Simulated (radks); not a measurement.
Excited configurations of Te3+: one electron is placed in a higher orbital outside [Kr] 4d10 5s2. The ground configuration is [Kr] 4d10 5s2 5p1. Calculated with a radial shooting solver on a logarithmic mesh with Libxc functionals: scalar-relativistic Kohn-Sham, r2SCAN, spin-unpolarised, spherical densities, finite nucleus; meta-GGA in the generalised Kohn-Sham scheme; Fermi nuclear charge, rms radius 4.7423 fm. Excitation = E - E(ground); binding = E(ion) - E, where the ion is the core of charge +4; n* = 4/sqrt(2 binding) in atomic units, and the quantum defect is n - n*.

| outer orbital | excitation (eV) | binding (eV) | n* | quantum defect | eigenvalue (eV) | <r> (bohr) |
|---|---|---|---|---|---|---|
| 4f | 20.474 | 15.773 | 3.715 | 0.285 | -12.491 | 3.128 |
| 5d | 14.464 | 21.783 | 3.161 | 1.839 | -18.593 | 3.078 |
| 5f | 25.568 | 10.679 | 4.515 | 0.485 | -9.019 | 5.879 |
| 6s | 15.508 | 20.739 | 3.240 | 2.760 | -18.670 | 4.029 |
| 6p | 19.018 | 17.229 | 3.555 | 2.445 | -15.368 | 4.612 |
| 6d | 23.849 | 12.398 | 4.190 | 1.810 | -10.857 | 5.945 |
| 6f | 28.913 | 7.334 | 5.448 | 0.552 | -6.422 | 9.517 |
| 7s | 24.220 | 12.027 | 4.254 | 2.746 | -10.857 | 6.854 |
| 7p | 25.862 | 10.386 | 4.578 | 2.422 | -9.374 | 7.693 |
| 7d | 28.179 | 8.068 | 5.194 | 1.806 | -7.169 | 9.500 |
| 7f | 30.963 | 5.284 | 6.418 | 0.582 | -4.695 | 13.89 |

The Delta-SCF ionisation energy is 36.247 eV (NIST Atomic Spectra Database: 37.416 eV, measured). Self-interaction in the functional shifts the binding energies and quantum defects, so they are the method's values and not measured ones. Spin polarisation and multiplet splitting are left out, so open shells lie too high by an amount that depends on their filling. Spin-orbit splitting is averaged out at the scalar-relativistic level.

Beside tabulated values, note that spin-unpolarised runs miss the spin-polarisation part of the exchange energy of open shells.
